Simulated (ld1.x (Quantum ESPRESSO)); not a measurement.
# Tl (Z = 81): excitation energies, all-electron against TM semilocal

```json
{"Element": "thallium", "Generator": "ld1.x (Quantum ESPRESSO) 7.5", "Type": "norm-conserving Troullier–Martins (semilocal form)", "Functional": "PBE", "Relativity": "scalar-relativistic", "Frozen core": "[Xe] 4f14", "Valence charge": "13", "Reference configuration": "5d10 6s1.75 6p1.25", "Partial waves": "6p (bound): rc 2.50 bohr; 5d (bound): rc 1.75 bohr; 6s (bound): rc 2.15 bohr", "Local potential": "the s channel", "Core correction": "none"}
```

Energies are relative to the spin-unpolarised reference configuration 5d10 6s1.75 6p1.25; without spin polarisation the order of configurations can differ from experiment.

```json
{"valence configuration": "5d10 6s2 6p0", "charge": "+1", "ΔE all-electron (eV)": "3.358", "error AE − PS (meV)": "-2.3"}
{"valence configuration": "5d10 6s1 6p0", "charge": "+2", "ΔE all-electron (eV)": "24.138", "error AE − PS (meV)": "-1.5"}
{"valence configuration": "5d9 6s2 6p1", "charge": "+1", "ΔE all-electron (eV)": "19.430", "error AE − PS (meV)": "-47"}
{"valence configuration": "5d10 6s0 6p0", "charge": "+3", "ΔE all-electron (eV)": "54.279", "error AE − PS (meV)": "+23"}
{"valence configuration": "5d10 6s0 6p3", "charge": "0", "ΔE all-electron (eV)": "13.402", "error AE − PS (meV)": "-1.3"}
```

Task: What are ΔE and the potential's error for 5d9 6s2 6p2?

Result: ΔE = 12.907 eV all-electron; the error (AE − PS) is -78 meV.

Task: What are ΔE and the potential's error for 5d10 6s2 6p1?

Result: ΔE = -1.808 eV all-electron; the error (AE − PS) is +0.6 meV.

Levels in the configuration 5d10 6s1 6p0:

| level | all-electron (eV) | pseudo (eV) |
| --- | --- | --- |
| 5d | -33.157 | -33.074 |
| 6s | -25.373 | -25.355 |
